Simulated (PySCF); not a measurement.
## Mayer bond orders and bond lengths

C5H7F3OSi.
SMILES with atom numbers: `[CH3:1][SiH2:2]/[C:3]([CH:4]=[O:5])=[CH:6]/[C:7]([F:8])([F:9])[F:10]` (hydrogens: H11, H12, H13 on C1; H14, H15 on Si2; H16 on C4; H17 on C6)

Geometry (GFN2-xTB, Å), atoms numbered from 1 in this order:
```
atom  x, y, z in Å
C1    -2.607   -0.257   -0.428
Si2   -1.436   -0.173    1.060
C3     0.312    0.193    0.376
C4     0.500    1.605    0.019
O5    -0.436    2.328   -0.205
C6     1.218   -0.748    0.129
C7     2.533   -0.497   -0.550
F8     3.184   -1.640   -0.808
F9     2.405    0.141   -1.727
F10    3.368    0.255    0.193
H11   -2.627    0.692   -0.955
H12   -2.300   -1.025   -1.134
H13   -3.620   -0.484   -0.109
H14   -1.767    0.891    2.005
H15   -1.324   -1.469    1.740
H16    1.537    1.985   -0.001
H17    1.052   -1.784    0.384
```

Bond orders from the PBE0/pcSseg-1 density (PySCF). Isolated species at its GFN2-xTB geometry (one conformer only).

Task: How far do the computed orders between heavy atoms stray from the drawn ones?

Result: The largest departure is 0.221, at Si2–C3 (drawn single, 0.779). Drawn single, order below 0.88: Si2–C3 (0.779).

Task: Give the Mayer order of every bond between heavy atoms, beside its length.

Result: 
```tsv
bond	drawn as	length (Å)	Mayer order
C1–Si2	single	1.895	0.975
Si2–C3	single	1.912	0.779
C3–C4	single	1.468	1.011
C4–O5	double	1.204	1.948
C3–C6	double	1.330	1.812
C6–C7	single	1.501	1.021
C7–F8	single	1.340	0.987
C7–F9	single	1.345	0.995
C7–F10	single	1.348	0.984
```

Bonds between the same two heavy elements. C–Si: lowest Si2–C3 (0.779, 1.912 Å), highest C1–Si2 (0.975, 1.895 Å). C–C: lowest C3–C4 (1.011, 1.468 Å), highest C3–C6 (1.812, 1.330 Å). C–F: all 3 within 0.02 of one another (0.984 to 0.995).

Task: And the bonds to hydrogen?

Result: C–H: 0.94 to 0.96 (5 bonds); H–Si: 0.94 to 0.95 (2 bonds).

Task: Sum the orders of all bonds at each heavy atom with more than one neighbour and set the sums beside the valence in the SMILES.

Result: C1 3.836 (drawn 4), Si2 3.647 (drawn 4), C3 3.602 (drawn 4), C4 3.896 (drawn 4), C6 3.777 (drawn 4), C7 3.987 (drawn 4). Orders between atoms that aren't bonded are not in these sums.

The Mayer order sums products of elements of PS (density times overlap matrix) between the two atoms' basis functions, so it depends on the basis set.

The run behind these numbers computed NMR shieldings as well. On an Arm Neoverse N1 with one thread, shared host with 64 logical CPUs at a one-minute load of 60, this took 88 s wall (grids of density and orbitals included) and 0.95 GiB of memory at its peak.
